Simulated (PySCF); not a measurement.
CrH2O4, multiplicity 1. Atoms are numbered in the order given.

```xyz
7

Cr     0.0000     0.0000     0.0482
O      0.0000     1.2478     0.9687
O      0.0000    -1.2478     0.9687
O     -1.4043     0.0000    -0.9644
H     -2.3078     0.0000    -0.6137
O      1.4043     0.0000    -0.9644
H      2.3078     0.0000    -0.6137
```

The structure is a stationary point at B3LYP-D3(BJ)/def2-SVP. The geometry has at least one imaginary mode, so it is a saddle point at that level. The multiplicity is an assumed one; other spin states were not compared. One conformer was computed; it need not be the lowest.

Level of theory: PBE/def2-TZVP run with PySCF.

Symmetry labels are those of the subgroup C2v that the program uses (full group C2v).

**Question.** List the valence orbital energies around the gap with their symmetry. (The exact figures need the calculation; the answer reports its results.)

**Answer.** 
```json
[
 {"orbital": "HOMO−7", "symmetry": "A2", "energy (eV)": "-10.66"},
 {"orbital": "HOMO−6", "symmetry": "A1", "energy (eV)": "-10.44"},
 {"orbital": "HOMO−5", "symmetry": "B1", "energy (eV)": "-9.27"},
 {"orbital": "HOMO−4", "symmetry": "B1", "energy (eV)": "-9.02"},
 {"orbital": "HOMO−3", "symmetry": "A1", "energy (eV)": "-9.00"},
 {"orbital": "HOMO−2", "symmetry": "B2", "energy (eV)": "-8.63"},
 {"orbital": "HOMO−1", "symmetry": "A2", "energy (eV)": "-7.82"},
 {"orbital": "HOMO", "symmetry": "B2", "energy (eV)": "-7.51"},
 {"orbital": "LUMO", "symmetry": "A1", "energy (eV)": "-4.67"},
 {"orbital": "LUMO+1", "symmetry": "A2", "energy (eV)": "-4.12"},
 {"orbital": "LUMO+2", "symmetry": "B1", "energy (eV)": "-3.44"},
 {"orbital": "LUMO+3", "symmetry": "A1", "energy (eV)": "-2.43"}
]
```
